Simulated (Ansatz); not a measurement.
C$_{4}$H$_{12}$Ge, triplet, at the geometry of the source list (a higher spin typed on purpose: for a closed-shell molecule this is an excited state); B3LYP/STO-3G (Ansatz, an electronic-structure program).

Here is a job for Ansatz.
Ansatz 0.2 input:
```yaml
crystal:
  periodic: [false, false, false]
  atoms:
    - {symbol: Ge, position_ang: [1.85720000, 0.92320000, -0.02010000]}
    - {symbol: C, position_ang: [0.55550000, -0.11330000, 1.04580000]}
    - {symbol: C, position_ang: [-0.77790000, -0.43900000, 0.37320000]}
    - {symbol: C, position_ang: [-0.59960000, -1.50680000, -0.70060000]}
    - {symbol: C, position_ang: [-1.40340000, 0.81520000, -0.22470000]}
    - {symbol: H, position_ang: [3.17210000, 0.94820000, 0.69370000]}
    - {symbol: H, position_ang: [2.12600000, 0.36860000, -1.38440000]}
    - {symbol: H, position_ang: [1.44780000, 2.34930000, -0.20180000]}
    - {symbol: H, position_ang: [0.36660000, 0.46060000, 1.95700000]}
    - {symbol: H, position_ang: [1.03610000, -1.04230000, 1.36100000]}
    - {symbol: H, position_ang: [-1.45630000, -0.83560000, 1.14090000]}
    - {symbol: H, position_ang: [0.12200000, -1.17200000, -1.44360000]}
    - {symbol: H, position_ang: [-1.54410000, -1.70630000, -1.20110000]}
    - {symbol: H, position_ang: [-0.23900000, -2.43650000, -0.26390000]}
    - {symbol: H, position_ang: [-0.82780000, 1.13540000, -1.09430000]}
    - {symbol: H, position_ang: [-1.40790000, 1.62390000, 0.50350000]}
    - {symbol: H, position_ang: [-2.42730000, 0.62740000, -0.54060000]}
basis:
  gaussian:
    orbitals: STO-3G
hamiltonian:
  xc: b3lyp
magnetization: {spin_polarized: true, initial_magnetization: 2}
```

It wrote (shortened):

```
Functional definition: B3LYP
640 factors; integrals over basis functions are off by at most 3.8e-5 eV
mean field evaluation 1: about -60131.7041 eV, gradient 5.1e1 eV
mean field evaluation 2: about -60126.8678 eV, gradient 4.5e1 eV
mean field evaluation 4: about -60149.2347 eV, gradient 7.2e0 eV
mean field evaluation 8: about -60149.8710 eV, gradient 6.3e-1 eV
mean field evaluation 16: about -60149.8181 eV, gradient 6.4e-3 eV
mean field evaluation 32: about -60148.6463 eV, gradient 9.0e0 eV
mean field -60149.81810430 eV, -2210.4650443219 hartree, gradient 3.4e-5 eV, S^2 2.003023; 6 other end points of the search recorded, 0 dependent functions left out
reference -60149.81831983 eV, -2210.4650522426 hartree; 35, 33 occupied and 15, 17 virtual orbitals, 640 factors
Total energy: -60149.81831983 eV, -2210.4650522426 hartree
```
